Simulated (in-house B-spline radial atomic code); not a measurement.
**Se⁺: [Ar] 3d10 4s2 4p3**

Method: non-relativistic BP86, spin-polarised, spherical fractional occupations, point nucleus. Calculated with an all-electron radial atomic-structure program (B-spline basis).

Effective charges: Z_r = [3n² - l(l+1)]/(2<r>) from the radius, Z_e = n√(-2ε) from the energy, and Slater's rules. Values are occupation-weighted means over spin.

```
shell  electrons   ε (eV)  <r> (bohr)    Z_r    Z_e  Slater
   1s          2   -12315     0.04499  33.34  30.09   33.70
   2s          2  -1572.6         0.2  30.00  21.50   29.85
   2p          6  -1413.2      0.1728  28.94  20.38   29.85
   3s          2  -216.45       0.585  23.08  11.97   22.75
   3p          6  -161.66      0.5942  21.04  10.34   22.75
   3d         10  -64.763      0.6273  16.74   6.55   12.85
   4s          2  -25.992       1.772  13.54   5.53    7.30
   4p          3  -16.458       2.102  10.94   4.40    7.30
```

The least bound orbital is 4p up at -16.46 eV, and it is also the most diffuse (<r> = 2.102 bohr).
